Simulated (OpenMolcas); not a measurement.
neutral titanium: effect of the active space

```yaml
Program: OpenMolcas
Method: CASSCF or its RAS form
Basis: ANO-RCC-VDZP
Scalar_Hamiltonian: DKH2, point nucleus
Spin-orbit_coupling: RASSI with atomic mean-field integrals over the reference wave functions, term energies averaged over their components
```

A. 2 electrons in 5 orbitals (3d); 2S+1 = 3 even, 10 roots; 2S+1 = 1 even, 15 roots; cost of the order of 5 core-seconds
B. 4 electrons in 6 orbitals (3d 4s); 2S+1 = 5 even, 10 roots; 2S+1 = 3 even, 55 roots; 2S+1 = 1 even, 49 roots; cost roughly 60 core-seconds
C. 4 electrons in 9 orbitals (RAS2 3d 4s; RAS3 4p, at most 2 electrons); 2S+1 = 3 even, 55 roots; 2S+1 = 5 even, 10 roots kept (CI in the orbitals of an earlier block); 2S+1 = 1 even, 50 roots kept (CI in the orbitals of an earlier block, 42 in the spin-orbit step); 2S+1 = 3 odd, 84 roots (57 in the spin-orbit step); 2S+1 = 5 odd, 30 roots kept (CI in the orbitals of an earlier block); 2S+1 = 1 odd, 27 roots kept (CI in the orbitals of an earlier block, 22 in the spin-orbit step); cost of the order of 2.6 core-minutes

Energies in cm-1 above 3d2 4s2 3F2, the measured ground level; measured values from NIST Handbook of Basic Atomic Spectroscopic Data.

```json
{"Level": "3d2 4s2 3F2", "A": "0.0", "B": "0.0", "C": "0.0", "Measured": "0.0"}
{"Level": "3d2 4s2 3F3", "A": "179", "B": "142", "C": "143", "Measured": "170"}
{"Level": "3d2 4s2 3F4", "A": "414", "B": "327", "C": "330", "Measured": "387"}
{"Level": "3d2 4s2 1D2", "A": "10472", "B": "7221", "C": "8167", "Measured": "7255"}
{"Level": "3d2 4s2 3P0", "A": "12598", "B": "8171", "C": "9557", "Measured": "8437"}
{"Level": "3d2 4s2 3P1", "A": "12659", "B": "8206", "C": "9601", "Measured": "8492"}
{"Level": "3d2 4s2 3P2", "A": "12789", "B": "8299", "C": "9703", "Measured": "8602"}
{"Level": "3d2 4s2 1G4", "A": "16127", "B": "11452", "C": "13032", "Measured": "12118"}
```

B puts 3d3 4s 5F1 lowest.

Deviations, from unrounded energies. A percentage is the sum of absolute deviations over the sum of measured energies, with the sign that they share, or ± where signs differ.

```csv
Against measurement,Levels,A,B,C
mean absolute deviation (cm-1),7,2800,230,750
fine structure of the ground term (%),2,+6.4,-15.7,-15.2
other terms of the ground configuration (%),5,+44.0,-3.5,+11.5
```

B lies closest to measurement on these levels and A furthest from it. The largest miss of B in the table is 3d2 4s2 1G4, by -670 cm-1. The ranking rests on the paired levels alone, and a cruder setting can come out closer through cancelling errors.

The spin-orbit steps hold different terms of 3d2 4s2 (B lacks 1S; C lacks 1S), which shifts levels as well.

Among A to C the level of the table that moves most is 3d2 4s2 1G4, by 4700 cm-1 (lowest in B, highest in A).

Without dynamic correlation excited terms often stand tens of per cent too high (terms of higher spin than the ground term too low), and those without a measured partner can miss by more than the paired ones. With the s shell closed, the reference lacks s² → p², s² → d² and s → d mixing, so excited terms can stand far too high and out of order, with CASPT2 too (holds for A). The lowest computed level is not the ground level that NIST lists (3F2) (holds for B). Configurations are named by rounded mean occupations; where the s occupation lies near a half they are strongly mixed, a name can repeat and a true partner stay unpaired (holds for B). Some high roots are left out of the spin-orbit mixing, which shifts the levels that they would mix with (holds for C). Terms from blocks run as CI alone lack orbitals of their own (holds for C). No level of 3d3 4p was computed, though it lies in the active space (holds for C). Computed and measured levels are paired by configuration, term and J; levels that our copy of the source lacks, or whose pairing is in doubt (as where it misses far off the trend of its configuration), stay unpaired and out of the deviations. Levels of configurations outside the active space are missing. The table leaves out levels that lie high or whose names do not pair safely across all columns.
